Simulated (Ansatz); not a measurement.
Geometry optimisation, Ansatz 0.2.0, RKS PBE0-D4/def2-mTZVP.

Input file:

```yaml
crystal:
  periodic: [false, false, false]
  atoms:
    - { symbol: "N", position_ang: [-0.90874, 0.87451, -0.98176] }
    - { symbol: In, position_ang: [0.08594, 0.12787, 0.62998] }
    - { symbol: O, position_ang: [1.43701, -1.13459, 0.02424] }
    - { symbol: H, position_ang: [-0.72058, 0.21384, -1.73268] }
    - { symbol: H, position_ang: [-1.91678, 0.92973, -0.87446] }
    - { symbol: H, position_ang: [-0.03118, 0.50124, 2.28717] }
    - { symbol: H, position_ang: [2.05434, -1.5126, 0.64751] }
basis:
  gaussian: { orbitals: def2-mTZVP }
hamiltonian:
  xc: pbe0
  dispersion: d4
relax:
  f_tol: 0.015
  max_steps: 40
```

Run as:

```bash
$ ansatz run input.yaml --threads 1 --pin off --max-ram 2048MiB --backend cpu --events-out ev --progress --plain --runs-dir out
```

Question: Where does it end, and by what steps?

Answer: The run converged. After 6 steps the energy has fallen by 0.096 eV; H5 moved furthest, 0.18 Å.

```tsv
step	energy less start (eV)	largest force component (eV/Å)	accepted
0	0.0000	0.821	yes
1	-0.0664	0.673	yes
2	-0.0866	0.319	yes
3	-0.0937	0.106	yes
4	-0.0940	0.108	yes
5	-0.0955	0.037	yes
6	-0.0959	0.010	yes
```

```xyz
7
Properties=species:S:1:pos:R:3
N -0.924 0.743 -0.957
In 0.085 0.066 0.649
O 1.526 -1.164 0.000
H -0.843 0.221 -1.819
H -1.863 1.102 -0.858
H -0.089 0.514 2.290
H 2.108 -1.482 0.697
```

Whether the end is a true minimum wasn't checked by a vibrational analysis.

The run took 33 s on 1 CPU thread of a shared host.
